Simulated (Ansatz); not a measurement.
System: SnHBrF, charge 0, doublet. SnHBrF (SMILES [F][SnH][Br], doublet).
B3LYP-D3(BJ)/def2-TZVP minimum from Ansatz (an electronic-structure program):
```
Sn
F 1 1.9418
H 1 1.7551 2 103.10
Br 1 2.5153 3 108.79 2 110.47
```
Charge 0, spin multiplicity 2.

Total energies in hartree (Ansatz). Open shells are spin-unrestricted; no spin-orbit coupling. Correlated methods leave the cores frozen (noble-gas shells, and filled d and f shells in the p block). Past Kr the def2 sets carry scalar-relativistic core potentials. Where a partner has so few electrons that a lower coupled-cluster level is exact, that level stands in. Spin-orbit terms, left out, reach several kcal/mol for Br and I, and more for heavier atoms.

```csv
species,HF/def2-TZVPP,CCSD(T)/def2-TZVPP,HF/def2-QZVPP,CCSD(T)/def2-QZVPP,CCSD(T)/def2-SVP,CCSDT(Q)/def2-SVP
"1: SnHBrF (SMILES [Br][SnH][F], doublet)",-2885.89261,-2886.43159,-2885.94978,-2886.53914,-2885.83755,-2885.83946
2: Sn (triplet),-213.33992,-213.39742,-213.34066,-213.40091,-213.38486,-213.38510
3: F (doublet),-99.41180,-99.62506,-99.41589,-99.65118,-99.43472,-99.43491
4: Br (doublet),-2572.39810,-2572.55635,-2572.44770,-2572.62201,-2572.19581,-2572.19614
5: H (doublet),-0.49981,-0.49981,-0.49998,-0.49998,-0.49928,-0.49928
```

Work out the atomisation energy (electronic, to ground-state atoms) in kcal/mol: take Hartree-Fock from def2-QZVPP, extrapolate the CCSD(T) correlation energy as X^-3 (X = 3, 4), and add CCSDT(Q) - CCSD(T) in def2-SVP. 1 hartree = 627.51 kcal/mol.


Species 1: correlation (64·(-0.58936) - 27·(-0.53898))/37 = -0.62612; step -0.00191; E1 = -2885.94978 + (-0.62612) + (-0.00191) = -2886.57781
Species 2: correlation (64·(-0.06025) - 27·(-0.05750))/37 = -0.06226; step -0.00024; E2 = -213.34066 + (-0.06226) + (-0.00024) = -213.40316
Species 3: correlation (64·(-0.23529) - 27·(-0.21326))/37 = -0.25137; step -0.00019; E3 = -99.41589 + (-0.25137) + (-0.00019) = -99.66745
Species 4: correlation (64·(-0.17431) - 27·(-0.15825))/37 = -0.18603; step -0.00033; E4 = -2572.44770 + (-0.18603) + (-0.00033) = -2572.63406
Species 5: correlation (64·(0.00000) - 27·(0.00000))/37 = 0.00000; step +0.00000; E5 = -0.49998 + (0.00000) + (+0.00000) = -0.49998
-1·E1 +1·E2 +1·E3 +1·E4 +1·E5 = 0.37316 hartree = 234.2 kcal/mol.
